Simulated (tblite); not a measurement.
Compound: C6H13O2P.
Geometry (GFN2-xTB, Å), atoms numbered from 1 in this order:
```xyz
22
C6H13O2P angstrom
C     -3.3508   -0.2318    0.9970
C     -2.7277   -0.5947   -0.1096
C     -2.0284    0.3441   -1.0254
P     -0.1930    0.1791   -0.9313
O      0.5019    1.0914   -1.8416
C      0.1904    0.4455    0.8486
C      1.7067    0.4522    0.8466
O      2.0494   -0.6205    0.0001
C      3.3792   -0.5908   -0.4569
H     -3.4103    0.8008    1.3012
H     -3.8281   -0.9478    1.6441
H     -2.6821   -1.6388   -0.3913
H     -2.2926    0.1566   -2.0706
H     -2.2626    1.3879   -0.7977
H     -0.0026   -1.1734   -1.1654
H     -0.2297    1.3944    1.1851
H     -0.2096   -0.3679    1.4506
H      2.1470    0.3226    1.8464
H      2.0683    1.3970    0.4180
H      4.0824   -0.6212    0.3834
H      3.5669    0.3081   -1.0535
H      3.5149   -1.4733   -1.0787
```

Level: GFN2-xTB in tblite, geometry and Hessian alike; calculated harmonic values, unscaled, isolated species. Against measured fundamentals such values can be off by several per cent, at times by over 20. Modes of hydrogen on phosphorus can be 10 to 20 % off. One conformer, not necessarily the lowest.

Harmonic wavenumbers (cm⁻¹): 41.5, 61.8, 62.3, 100.6, 124.1, 147.3, 181.7, 226.5, 243.3, 299.2, 338.5, 368.5, 419.2, 506.1, 599.3, 685.8, 711.4, 777.5, 818.3, 880.5, 893.0, 936.1, 955.7, 965.0, 972.5, 1015.0, 1040.7, 1048.8, 1113.9, 1120.0, 1137.9, 1164.1, 1176.6, 1186.7, 1198.5, 1240.9, 1277.5, 1289.7, 1333.5, 1403.3, 1406.1, 1413.7, 1431.9, 1465.2, 1477.1, 1482.4, 1710.0, 2345.2, 2864.0, 2899.9, 2917.5, 2934.5, 2939.7, 2948.5, 2971.1, 3004.6, 3031.0, 3055.3, 3096.8, 3125.8.

A = 2699, B = 762.8, C = 670.0 MHz; mass 148.065 u (most abundant isotopes); point group C1, symmetry number 1.

**Question.** What is the zero-point energy?

**Answer.** ½Σν̃ = 39292 cm⁻¹ = 112.34 kcal/mol.

**Question.** Give the ideal-gas entropy at 350 K and 1 bar in the rigid-rotor, harmonic-oscillator model (classical rotation).

**Answer.** Translation 41.71, rotation 30.31, vibration 43.60: S = 115.6 cal/(mol K).

**Question.** And Cp and H(350 K) − H(0)?

**Answer.** Cp = 49.28 cal/(mol K), of which vibrations give 41.33 (their classical limit is 60 R = 119.2); H(350 K) − H(0) = 10.39 kcal/mol without the zero-point energy, 7.61 from vibrations.

**Question.** Blend soft modes into free rotors: weight 1/[1 + (100 cm⁻¹/ν̃)⁴] for the oscillator and the rest for a rotor with moment μB/(μ + B), μ = h/(8π²ν), B = 10⁻⁴⁴ kg m². What vibrational entropy results?

**Answer.** 39.30 cal/(mol K) in place of 43.60, which changes −T·S at 350 K by +1.50 kcal/mol.

**Question.** What must be added to the electronic energy to get the Gibbs energy at 350 K and 1 bar?

**Answer.** ZPE + [H(350 K) − H(0)] − T·S = 112.34 + 10.39 − 40.47 = 82.26 kcal/mol.

Hindered rotation and anharmonicity are outside this model. Other conformers, if any are populated, would add a mixing term that is left out. The structure is chiral; the term R ln 2 for an equal mix with its mirror image is left out.
